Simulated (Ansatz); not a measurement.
The inner images of a band of Cl$_{3}$H$_{4}$NOZr (10 atoms, charge 0, multiplicity 1) are given out of order.

All numbers below come from RKS PBE-D4/def2-SVP (Ansatz 0.2.0).

First end point:

```xyz
10
Properties=species:S:1:pos:R:3
Zr -0.069 -0.117 0.315
N -0.071 0.366 2.265
H -0.483 1.214 2.671
H 0.343 -0.212 3.005
Cl 2.082 0.012 -0.762
Cl -1.215 1.771 -0.509
Cl -1.512 -1.955 -0.273
O 1.092 -2.014 1.238
H 1.942 -2.040 0.750
H 0.578 -2.792 0.931
```

Last end point:

```xyz
10
Properties=species:S:1:pos:R:3
Zr 0.063 -0.634 0.015
N 0.578 0.126 2.281
H -0.274 0.360 2.810
H 1.189 0.954 2.299
Cl 2.117 0.502 -0.443
Cl -1.932 0.617 0.435
Cl -0.434 -1.472 -2.153
O 0.213 -2.335 0.932
H 0.104 -3.263 0.661
H 1.063 -0.624 2.795
```

Question: Put them in order from the first end to the last, with their energies above the first end.
A.
```xyz
10
Properties=species:S:1:pos:R:3
Zr 0.050 -0.079 0.210
N -0.038 0.195 2.221
H -0.790 0.738 2.662
H 0.729 0.089 2.896
Cl 2.116 0.263 -0.908
Cl -1.283 1.772 -0.412
Cl -1.320 -1.868 -0.614
O 1.247 -1.937 1.163
H 1.346 -2.696 0.555
H 0.631 -2.245 1.859
```
B.
```xyz
10
Properties=species:S:1:pos:R:3
Zr 0.177 -0.554 -0.004
N 0.363 0.040 2.316
H -0.574 0.192 2.717
H 0.928 0.860 2.575
Cl 2.191 0.267 -0.924
Cl -1.400 1.268 0.164
Cl -1.018 -1.784 -1.647
O 0.609 -2.181 1.038
H 0.644 -3.072 0.646
H 0.766 -0.803 2.750
```
C.
```xyz
10
Properties=species:S:1:pos:R:3
Zr 0.161 -0.251 0.068
N 0.219 -0.061 2.234
H -0.689 0.046 2.708
H 0.847 0.647 2.640
Cl 2.135 0.413 -1.021
Cl -1.256 1.636 -0.153
Cl -1.223 -1.824 -1.048
O 1.039 -2.022 1.125
H 0.720 -2.942 1.079
H 0.733 -1.411 2.000
```
D.
```xyz
10
Properties=species:S:1:pos:R:3
Zr 0.210 -0.480 -0.012
N 0.254 -0.006 2.281
H -0.673 0.102 2.714
H 0.858 0.745 2.638
Cl 2.156 0.285 -1.105
Cl -1.193 1.488 -0.032
Cl -1.249 -1.872 -1.253
O 0.874 -2.061 1.037
H 0.802 -3.017 0.884
H 0.647 -0.952 2.479
```
E.
```xyz
10
Properties=species:S:1:pos:R:3
Zr 0.118 -0.590 -0.001
N 0.488 0.082 2.304
H -0.426 0.230 2.756
H 1.041 0.932 2.473
Cl 2.195 0.351 -0.648
Cl -1.660 0.998 0.295
Cl -0.721 -1.671 -1.946
O 0.354 -2.254 1.008
H 0.351 -3.141 0.604
H 0.946 -0.704 2.787
```

Answer: A (+0.141 eV), C (+0.297 eV), D (-0.499 eV), B (-0.715 eV), E (-0.844 eV).

Time of the run: 4 min on 4 threads of Arm Neoverse V1, on a shared host, peak memory 0.21 GiB.
